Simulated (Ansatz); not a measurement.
Relaxation of CH8N2O2Si (14 atoms, charge 0, multiplicity 1), to a largest force component of 0.02 eV/Å in at most 50 steps.

The calculation used Ansatz 0.2.0, RKS PBE/6-31G*.

```xyz
14
Properties=species:S:1:pos:R:3:forces:R:3
N -1.745 0.553 0.770 -0.89 2.17 0.10
C -0.485 0.824 0.258 6.23 -0.48 0.86
O -0.633 1.811 -0.732 -0.60 -0.11 -1.04
N -0.052 -0.391 -0.361 -3.92 1.39 -0.46
Si 1.490 -0.893 -0.567 2.32 0.01 1.14
O 1.892 -1.501 0.918 0.57 -0.91 1.15
H -2.300 0.218 -0.015 -2.84 -0.21 -1.67
H -1.673 -0.164 1.400 0.27 -2.54 2.63
H -1.679 1.465 1.265 -1.77 0.08 0.49
H -1.240 2.422 -0.295 -0.09 1.16 -0.31
H -0.494 -0.304 -1.282 -0.73 -0.56 -1.21
H 1.533 -1.944 -1.551 -0.03 -0.71 -1.12
H 2.284 0.298 -0.909 0.90 0.03 -0.04
H 1.220 -2.134 1.290 0.58 0.67 -0.52
```

Question: Where does it end, and by what steps?

Answer: The forces met the threshold. The force dipped under the threshold on the way, but the program's further checks kept it going. After 38 steps the energy has fallen by 3.986 eV; H7 moved furthest, 2.27 Å. Parted: N1–C2 (1.39 → 2.90 Å).

```tsv
step	energy less start (eV)	largest force component (eV/Å)	accepted
0	0.0000	6.227	yes
2	-2.1860	1.489	yes
4	-2.3965	2.116	yes
6	-2.4141	1.589	no
8	-2.5940	0.294	yes
10	-2.7616	1.714	yes
12	-3.0848	0.943	yes
14	-3.2706	0.499	yes
16	-3.3444	0.481	yes
18	-3.3913	0.528	yes
20	-3.4570	0.468	yes
22	-3.5776	0.436	yes
24	-3.7391	0.224	yes
26	-3.8495	0.596	yes
28	-3.9449	0.311	yes
30	-3.9727	0.172	yes
32	-3.9815	0.144	yes
34	-3.9844	0.171	yes
36	-3.9861	0.030	yes
38	-3.9864	0.013	yes
```

```xyz
14
Properties=species:S:1:pos:R:3
N -2.343 1.555 1.452
C -0.363 0.335 -0.272
O -1.389 0.882 -0.924
N 0.516 -0.201 -1.165
Si 1.946 -1.022 -0.533
O 1.646 -2.517 0.159
H -3.097 1.061 1.940
H -1.457 1.051 1.639
H -2.268 2.491 1.863
H -1.982 1.262 -0.173
H 0.313 -0.124 -2.180
H 2.832 -1.135 -1.745
H 2.577 -0.230 0.555
H 1.187 -3.148 -0.428
```

Whether the end is a true minimum wasn't checked by a vibrational analysis.

Time of the run: 2 min on 2 threads of Intel(R) Xeon(R) Platinum 8259CL CPU @ 2.50GHz (Skylake/Cascade Lake) (shared host), peak memory 0.18 GiB.
